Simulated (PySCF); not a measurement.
## Spin-rotation constants: `OC(/C=C(/CC=C)C=O)=O`, C7H8O3

Geometry (Å), atoms numbered from 1 in this order:
```xyz
18

C     2.899    0.721    0.017
C     1.875    0.276    0.719
C     1.083   -0.944    0.377
C    -0.377   -0.680    0.148
C    -1.260   -1.856    0.349
O    -0.900   -2.865    0.899
C    -0.833    0.528   -0.222
C    -2.232    0.908   -0.470
O    -3.221    0.243   -0.289
O    -2.296    2.159   -0.953
H     3.452    1.598    0.308
H     3.235    0.222   -0.878
H     1.555    0.793    1.614
H     1.490   -1.419   -0.521
H     1.153   -1.681    1.185
H    -2.279   -1.744   -0.049
H    -0.133    1.338   -0.374
H    -3.219    2.407   -1.121
```

Computed, not measured: GIAO PBE/pcSseg-1 magnetisability, rotational g tensor and spin-rotation constants, non-relativistic, gas phase in PySCF 2.14.0. Geometry: GFN2-xTB.

**Question.** Give the nuclear spin-rotation constants along the inertial axes (H = +C I·J) beside the isotropic shieldings.

**Answer.** Rotational constants 1.5687, 0.9356, 0.5991 GHz. A star marks the isotopologue with that one atom substituted, in its own axes.
| atom | isotope | Caa (kHz) | Cbb (kHz) | Ccc (kHz) | mean (kHz) | σ (ppm) |
| --- | --- | --- | --- | --- | --- | --- |
| H11 | 1H | -0.140 | 0.028 | -0.038 | -0.050 | 26.1 |
| H12 | 1H | -0.155 | -0.097 | 0.046 | -0.069 | 26.1 |
| H13 | 1H | -0.149 | -0.098 | 0.049 | -0.066 | 25.7 |
| H14 | 1H | -0.143 | -0.104 | 0.012 | -0.078 | 29.1 |
| H15 | 1H | -0.080 | -0.023 | -0.044 | -0.049 | 27.3 |
| H16 | 1H | 0.164 | -0.051 | -0.038 | 0.025 | 20.0 |
| H17 | 1H | -0.105 | 0.070 | -0.071 | -0.035 | 25.0 |
| H18 | 1H | 0.135 | -0.095 | -0.088 | -0.016 | 25.4 |
| C1 | 13C* | 0.314 | 0.296 | 0.244 | 0.285 | 57.7 |
| C2 | 13C* | 0.332 | 0.328 | 0.272 | 0.311 | 38.7 |
| C3 | 13C* | 0.311 | 0.173 | 0.098 | 0.194 | 142.3 |
| C4 | 13C* | 0.768 | 0.429 | 0.100 | 0.432 | 18.4 |
| C5 | 13C* | 0.770 | 0.496 | 0.143 | 0.470 | -15.3 |
| O6 | 17O* | -1.208 | -1.031 | -0.029 | -0.756 | -387.8 |
| C7 | 13C* | 0.660 | 0.361 | 0.099 | 0.373 | 49.7 |
| C8 | 13C* | 0.704 | 0.379 | 0.157 | 0.413 | 15.5 |
| O9 | 17O* | -0.836 | -0.550 | -0.078 | -0.488 | -112.2 |
| O10 | 17O* | -0.522 | -0.163 | -0.130 | -0.272 | 100.2 |

For the geometry as given, no vibrational averaging.
